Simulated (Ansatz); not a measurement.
Species: sum formula H4Si2OCl (charge 0, doublet). It need not be the lowest isomer of its formula. 
Coordinates optimised at B3LYP-D3(BJ)/def2-TZVP (Ansatz, an electronic-structure program):
```
O
Si 1 1.6287
Si 1 1.6521 2 145.72
H 3 1.4767 1 107.43 2 166.13
H 3 1.4780 4 110.21 1 -119.29
H 3 1.4795 4 110.03 5 -121.17
H 2 1.4890 1 107.80 3 150.43
Cl 2 2.0795 7 107.40 1 118.09
```
Charge 0, spin multiplicity 2.

Property: atomisation energy (electronic, to ground-state atoms), in kcal/mol. Valence correlation only, unless marked. Open shells are spin-unrestricted. Spin-orbit coupling is left out. Non-relativistic. The coupled-cluster limit lacks core correlation, which all-electron functionals hold. CBS(X,Y): correlation extrapolated as X^-3; Hartree-Fock from the larger set.

```csv
level,program,atomisation energy (kcal/mol)
PBE0/6-31G*,Ansatz,590.4
B2GP-PLYP-D4/def2-TZVPD,Ansatz + dftd4,610.3
MP2/STO-3G,Ansatz,604.0
MP2/cc-pV(T+d)Z,Ansatz,610.4
SCS-MP2/STO-3G,Ansatz,607.1
SCS-MP2/6-31G,Ansatz,448.2
SCS-MP2/cc-pV(D+d)Z,Ansatz,563.4
```

Problem. What does CCSD(T)/CBS(aug-cc-pV(T+d)Z,aug-cc-pV(Q+d)Z) (Ansatz) give?

Solution. 622.8 kcal/mol, so SCS-MP2/cc-pV(D+d)Z differs from it by -59.4 kcal/mol.
